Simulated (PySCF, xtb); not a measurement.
CH5MoNO2, SMILES [NH2][Mo]([CH3])(=[O])=[O], multiplicity 1. The values are those of a single conformer.

Harmonic wavenumbers (cm⁻¹) from xtb with GFN2-xTB at its own minimum, in rising order: 104, 161, 179, 186, 208, 231, 384, 482, 490, 573, 630, 643, 662, 896, 989, 1273, 1446, 1455, 1461, 2915, 2919, 2940, 3285, 3299.

### Question
What does PBE-D3(BJ)/def2-SVP (PySCF) give at its own minimum? (Estimate from the structure and the level; the computed values follow.)

### Answer
161, 178, 191, 211, 224, 307, 393, 521, 555, 622, 623, 645, 709, 988, 997, 1142, 1349, 1354, 1456, 2965, 3075, 3080, 3452, 3551. Paired by order, the mean absolute difference is 67 cm⁻¹ and the zero-point energies are 39.8 and 41.1 kcal/mol.
